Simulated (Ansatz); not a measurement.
One change: `[GaH2][SiH2][SnH3]` becomes `F[SiH2][SnH3]`.

Ansatz, PBE0-D4/def2-TZVP geometries, multiplicity 1. 

Elements past krypton have def2 core potentials. Scalar relativity is left out up to krypton.

| property | `[GaH2][SiH2][SnH3]` |
| --- | --- |
| HOMO energy (PBE0/def2-TZVPP) / eV | -7.39 |
| HOMO–LUMO gap (PBE0/def2-TZVPP) / eV | 5.12 |
| zero-point energy (PBE0-D4/def2-TZVP) / kJ/mol | 132.0 |
| HOMO–LUMO gap (ωB97M-V/def2-TZVPP) / eV | 8.72 |
| size of the dipole moment (ωB97M-V/def2-TZVPP) / D | 0.55 |
| HOMO–LUMO gap (PBE/def2-TZVPP) / eV | 3.39 |

Q: Give the same properties after the change, and the shifts. (Best estimate.)

A: The calculation gave: 
```tsv
property	`F[SiH2][SnH3]`	shift
HOMO energy (PBE0/def2-TZVPP) / eV	-8.03	-0.64
HOMO–LUMO gap (PBE0/def2-TZVPP) / eV	7.29	2.17
zero-point energy (PBE0-D4/def2-TZVP) / kJ/mol	105.0	-27.0
HOMO–LUMO gap (ωB97M-V/def2-TZVPP) / eV	11.00	2.28
size of the dipole moment (ωB97M-V/def2-TZVPP) / D	1.11	0.56
HOMO–LUMO gap (PBE/def2-TZVPP) / eV	5.36	1.97
```

With PBE0 the HOMO falls by 0.64 eV and the LUMO rises by 1.52 eV, so the gap widens by about 2.16 eV. PBE moves the HOMO by -0.51 eV and ωB97M-V by -0.73 eV. The zero-point energy changes by -27.0 kJ/mol with -6 modes. Dipoles are sizes alone; their direction can turn.

Positive LUMOs are unbound, so they and the gaps depend on the basis.
